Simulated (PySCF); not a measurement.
Ba(Cl)2 cation (BaCl2), SMILES [Ba]([Cl])[Cl] (connectivity only; charge and spin as stated), charge +1, multiplicity 2.

Coordinates come from a B3LYP-D3(BJ)/def2-TZVP optimisation. The multiplicity is an assumed one; other spin states were not compared. The isomer is the one that the SMILES or the coordinates give; other isomers of the formula were not compared. The def2 effective core potentials stand for the cores of Ba; spin–orbit coupling is left out.

Method: PySCF 2.14.0 with TDA-PBE/def2-SVPD.

Vertical excitations. 

Computed lowest excited states:
```
state    energy (eV)  λ (nm)      f                                                main pairs
-------  -----------  ------  -----  --------------------------------------------------------
root 1          1.32     936  0.000                                         β HOMO→LUMO 100 %
root 2          1.99     622  0.000                                       β HOMO−1→LUMO 100 %
root 3          2.09     592  0.000                                       β HOMO−2→LUMO 100 %
root 4          2.28     544  0.002                                        β HOMO−3→LUMO 95 %
root 5          4.11     301  0.145  α HOMO→LUMO 13 %, α HOMO→LUMO+2 11 %, β HOMO−4→LUMO 58 %
root 6          4.30     288  0.009                       α HOMO→LUMO 87 %, β HOMO−4→LUMO 7 %
root 7          4.52     274  0.000                                        β HOMO→LUMO+1 99 %
root 8          4.71     263  0.000                                       α HOMO→LUMO+1 100 %
root 9          4.75     261  0.000                                        α HOMO−1→LUMO 99 %
root 10         4.79     259  0.007  α HOMO→LUMO+2 82 %, β HOMO→LUMO+4 8 %, β HOMO−4→LUMO 5 %
```
Unrestricted roots are not spin-pure.
